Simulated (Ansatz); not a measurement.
A structure drawn as `[SeH][GeH]([SeH])[SeH]`, with this starting geometry:

Cartesian coordinates in Å:
```
Se -2.427 -0.426 0.660
Ge -0.191 -0.299 0.144
Se 0.416 1.950 0.079
Se 0.216 -1.205 -1.949
H -2.233 0.289 2.007
H 0.648 -1.035 1.231
H 1.889 1.595 -0.308
H 1.684 -0.869 -1.864
```

Total charge 0; spin multiplicity 1.

(1) Relax it with Ansatz at PBE-D4/def2-SVP and then PBE0-D4/def2-TZVP. Is the drawn bonding still there?

(2) Give the relaxed structure. (Best estimate.)

Atoms count as bonded under 1.1 times the sum of their covalent radii (H–H under 0.85 Å, pairs among N, O and F under 1.55 Å), and a drawn bond as lost past 1.3 times.

Answers

(1) Yes, every drawn bond is still there and no new one forms.

(2) Ansatz gave: 
Z-matrix (Å, degrees):
```
Ge
Se 1 2.350
Se 1 2.350 2 107.8
Se 1 2.350 2 107.8 3 -116.2
H 1 1.539 2 111.1 3 121.9
H 2 1.471 1 92.6 3 -73.8
H 3 1.471 1 92.6 2 170.0
H 4 1.471 1 92.6 2 -73.6
```
All modes are real.
